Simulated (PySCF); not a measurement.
Isomers of C4H2F2O2.

All values: PBE0/pcSseg-1 (PySCF) at GFN2-xTB geometries, gas phase, one conformer each. Dipoles and anisotropies that the point group forbids are given as zero.

Question: Rank by LUMO energy, lowest first.
A. `FC1=COC(F)=CO1`
B. `O=C1OCC(F)=C1F`
C. `[O:1]=[c:2]1[cH:3][c:4]1[O:5][CH:6]([F:7])[F:8]` with C3–C4–O5–C6 180°, C4–O5–C6–F7 121°

Answer: B (-1.50 eV), C (-0.90 eV), A (-0.36 eV).

Question: Rank by the lowest IAO charge on any atom, highest value first.
A. `FC1=C(F)OC=CO1`
B. `O=C1OCC(F)=C1F`
C. `[O:1]=[c:2]1[cH:3][c:4]1[O:5][CH:6]([F:7])[F:8]` with C3–C4–O5–C6 180°, C4–O5–C6–F7 121°

Answer: A (-0.310 e), B (-0.409 e), C (-0.441 e).

Question: Rank by the highest Hirshfeld charge on any atom, highest value first.
A. `FC1=C(F)OC=CO1`
B. `[O:1]=[c:2]1[cH:3][c:4]1[O:5][CH:6]([F:7])[F:8]` with C3–C4–O5–C6 180°, C4–O5–C6–F7 121°
C. `FC1=COC(F)=CO1`
D. `O=C1OCC(F)=C1F`

Answer: B (+0.221 e), D (+0.186 e), C (+0.136 e), A (+0.102 e).

All values together:

```tsv
SMILES	μ (D)	HOMO (eV)	LUMO (eV)	lowest IAO charge (e)	highest IAO charge (e)	lowest Hirshfeld charge (e)	highest Hirshfeld charge (e)
O=c1cc1OC(F)F	2.13	-7.60	-0.90	-0.441 (O)	+0.616 (C)	-0.277 (O)	+0.221 (C)
FC1=COC=C(F)O1	1.39	-6.14	-0.35	-0.311 (O)	+0.415 (C)	-0.117 (O)	+0.130 (C)
FC1=C(F)OC=CO1	2.84	-6.11	-0.45	-0.310 (O)	+0.366 (C)	-0.115 (O)	+0.102 (C)
FC1=COC(F)=CO1	0.00	-6.20	-0.36	-0.307 (O)	+0.436 (C)	-0.113 (O)	+0.136 (C)
O=C1OCC(F)=C1F	4.11	-8.38	-1.50	-0.409 (O)	+0.497 (C)	-0.251 (O)	+0.186 (C)
```

Conformers: `[O:1]=[c:2]1[cH:3][c:4]1[O:5][CH:6]([F:7])[F:8]` with C3–C4–O5–C6 180°, C4–O5–C6–F7 121°.
